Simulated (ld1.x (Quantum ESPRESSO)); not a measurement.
N (Z = 7): excitation energies, all-electron against PAW

nitrogen (N), PAW, made with ld1.x (Quantum ESPRESSO) 7.5 (BLYP, non-relativistic). Core [He], reference 2s2 2p1.5 (charge +1.5). Waves: 2s (bound): rcut 0.75, rcutus 0.85 bohr; 2s channel at -2.55 Ry: rcut 0.75, rcutus 0.85 bohr; 2p (bound): rcut 1.75, rcutus 2.15 bohr; 2p channel at -1.3 Ry: rcut 1.75, rcutus 2.15 bohr. Local part: all-electron potential smoothed inside 1.70 bohr (lloc = -1). Core correction: Bessel-smoothed model core inside 0.50 bohr. Augmentation charge: BG, radius 0.70 bohr.

Energies are relative to the spin-unpolarised reference configuration 2s2 2p1.5; without spin polarisation the order of configurations can differ from experiment. Not all tests gave a result: test run stopped at test 6 of 7 (negative rho). The frozen-core shift is the all-electron ΔE with the core orbitals held at their reference shape minus the fully relaxed ΔE.

| valence configuration | charge | ΔE all-electron (eV) | error AE − PS (meV) | frozen-core shift (meV) |
| --- | --- | --- | --- | --- |
| 2s2 2p3 | 0 | -25.910 | +18 | +0.6 |
| 2s2 2p2 | +1 | -12.329 | +3.5 | +0.1 |
| 2s2 2p1 | +2 | 16.549 | +4.2 | +0.4 |
| 2s2 2p2.5 | +0.5 | -20.825 | +11 | +0.4 |
| 2s2 2p3.3 | -0.3 | -27.522 | +22 | +0.6 |
